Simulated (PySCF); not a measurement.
Question: What does the PBE0-D3(BJ)/def2-SVP structure of `[O](C)[Ge@@H]([PH2])[CH3]` look like in three dimensions?

Answer: 
```xyz
14
C2H9GeOP angstrom
C     -2.2361   -0.3711   -0.2120
O     -0.9582   -0.9329   -0.1880
Ge     0.3019   -0.2634    0.8898
C      0.8835    1.4630    0.1961
P      1.9305   -1.9097    0.8520
H     -2.2393    0.6808   -0.5619
H     -2.8635   -0.9501   -0.9090
H     -2.7310   -0.3938    0.7793
H     -0.3063   -0.1183    2.3074
H      1.6848    1.8778    0.8251
H      0.0466    2.1775    0.1818
H      1.2631    1.3410   -0.8284
H      2.3124   -1.5772   -0.4850
H      2.9105   -1.0381    1.4255
```

Any rigid rotation of these coordinates is as good. Atoms count from 1 in this order. O2 (oxygen bonded to C and Ge) is bent (angle 120.3°). P5 (three-coordinate phosphorus) is pyramidal (angles 92.9°, 92.4° and 92.2°, sum 277.5°, 0.89 Å off the plane of its three neighbours). Ge3 (germanium bonded to C, O, P and H) is distorted tetrahedral (angles from 102.7° to 114.5°).

Bonds between heavy atoms (Å): C1–O2 1.396, O2–Ge3 1.788, Ge3–C4 1.949, Ge3–P5 2.316.

The calculation used PBE0-D3(BJ)/def2-SVP geometry optimisation, gas phase in PySCF 2.14.0.

Point group: C1 (no symmetry element, even within 0.4 Å). Not checked by PBE0-D3(BJ)/def2-SVP frequencies. The numbers are those of one conformer (C1–O2–Ge3–C4 -72°, O2–Ge3–P5–H 72° and 165°).

The run took 1.7 min wall on Arm Neoverse V1, one thread, shared host, and the process peaked at 0.59 GiB of memory. This is the geometry optimisation.
